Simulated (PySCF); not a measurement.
Input of a run (PBE0-D3(BJ)/def2-SVP geometry optimisation, gas phase, def2 core potentials past Kr (PySCF 2.14.0)), started from GFN2-xTB:
```
{"job": {"xc": "PBE0", "basis": "def2-SVP", "d3": "d3bj", "grid": 1, "maxiter": 30, "shake": 0.03, "kind": "geom"}, "charge": 0, "multiplicity": 1}
Zr     0.076730    -0.092580     0.022080
S      0.010800    -0.118780     2.449590
H      0.359950     1.165490     2.552020
S      2.414680     0.065610    -0.839260
H      2.565470    -1.225180    -0.490750
S     -1.199770     2.007620    -0.713150
H     -0.779170     1.858900    -1.985960
S     -1.075950    -1.971340    -0.907160
H     -2.239990    -1.759170    -0.113070
```

Output (energies in Eh, forces in Eh/bohr):
```
step   0  E = -1641.35121639  max force = 0.034518
step   1  E = -1641.35969384  max force = 0.010027
step   2  E = -1641.36075193  max force = 0.004227
step   3  E = -1641.36156816  max force = 0.002304
step   4  E = -1641.36220576  max force = 0.003043
step   5  E = -1641.36247912  max force = 0.002293
step   6  E = -1641.36287005  max force = 0.001674
step   7  E = -1641.36290555  max force = 0.000529
step   8  E = -1641.36290889  max force = 0.000203
optimisation converged
```

**Question.** Summarise the run.

**Answer.** The energy falls by 7.3 kcal/mol over 9 energy and gradient evaluations, the largest force component goes from 0.0345 to 2.0e-04 Eh/bohr, and the atoms move by 0.361 Å rms after alignment. The bond that changes most is Zr1–S6 (ends: zirconium bonded to 4 S; sulfur bonded to Zr and H), which shortens by 0.140 Å. Bonds longer at the end by more than 0.005 Å: 4 of 8; shorter: 3. Among the angles that change most is Zr1–S2–H3, from 93.4° to 88.1°. Among the dihedrals that turn most is S8–Zr1–S2–H3, from -163° to 165°. The energy never rose by more than 1e-6 Eh on the way. The first step brought 73 % of the lowering.

**Question.** What are the final bond lengths?

**Answer.** Zr1–S2 2.425 Å, Zr1–S4 2.421 Å, Zr1–S6 2.426 Å, Zr1–S8 2.420 Å, S2–H3 1.358 Å, S4–H5 1.358 Å, S6–H7 1.358 Å, S8–H9 1.358 Å. Numbering counts from 1 in the input's order; the species is `[SH][Zr]([SH])([SH])[SH]` (Zr(SH)4).

The run used 123 basis functions and 69 SCF cycles in all.

PBE0-D3(BJ)/def2-SVP frequencies: not computed here.
